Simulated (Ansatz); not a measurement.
Born–Oppenheimer molecular dynamics of ClH$_{3}$O$_{2}$Si (7 atoms, charge 0, multiplicity 1). It starts from a relaxed structure.

Computed with Ansatz 0.2.0, RKS BHLYP-D4/def2-SVP.

```json
{
 "ensemble": "NVE (velocity Verlet)",
 "time step": "1 fs",
 "steps asked": "100",
 "starting velocities drawn for": "1500 K",
 "seed": "568401"
}
```

First frame:

```xyz
7
Properties=species:S:1:pos:R:3
Si -0.069 -0.016 -0.018
Cl -0.089 0.082 2.048
H 1.325 -0.048 -0.451
O -0.751 1.302 -0.686
H -1.698 1.410 -0.643
O -0.934 -1.341 -0.443
H -0.986 -2.085 0.149
```

Task: How far do the bonds stretch over the last three quarters of this one trajectory? (Pairs bonded in most of those frames.)

Result: 
| bond | mean (Å) | spread (Å) | shortest | longest |
| --- | --- | --- | --- | --- |
| Si1–Cl2 | 2.085 | 0.044 | 2.02 | 2.15 |
| Si1–H3 | 1.470 | 0.040 | 1.40 | 1.55 |
| Si1–O4 | 1.634 | 0.037 | 1.58 | 1.69 |
| Si1–O6 | 1.650 | 0.040 | 1.59 | 1.71 |
| O4–H5 | 0.962 | 0.041 | 0.89 | 1.03 |
| O6–H7 | 0.953 | 0.005 | 0.95 | 0.96 |

Mean temperature of the second half: 796 K. The conserved energy stayed within 2.5 meV per atom of its start (net change 1.3 meV per atom), so the integration is sound. Over the second half the temperature averaged 0.53 of the 1500 K drawn at the start: a run that starts near a minimum puts about half its kinetic energy into the potential. A run of 0.1 ps of so small a system gives no equilibrium averages.

The run took 4.5 min on 1 thread of Intel(R) Xeon(R) Platinum 8259CL CPU @ 2.50GHz (Skylake/Cascade Lake) (shared host), peak memory 0.17 GiB.
